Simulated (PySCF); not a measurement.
FH7OSi3, SMILES O[Si@@H](F)[SiH2][SiH3].

The structure is a stationary point at r2SCAN-D4/def2-SVP. The structure was generated by enumeration; whether it is a known compound was not checked. The values are those of a single conformer.

Calculation: CAM-B3LYP/def2-TZVP (PySCF).

Computed frontier levels, gap, dipole moment and polarisability:
The highest occupied level comes out as -9.22 eV and the lowest empty level is 0.52 eV. The orbital gap is 9.74 eV, the dipole moment is 1.54 D and the quadrupole, principal values (traceless, Buckingham form, about the centre of nuclear charge) is -8.30, -1.23, 9.53 D·Å. The mean static polarisability is 86.5 bohr³ (12.81 Å³). The polarisability, principal values is 72.4, 83.8, 103.1 bohr³.
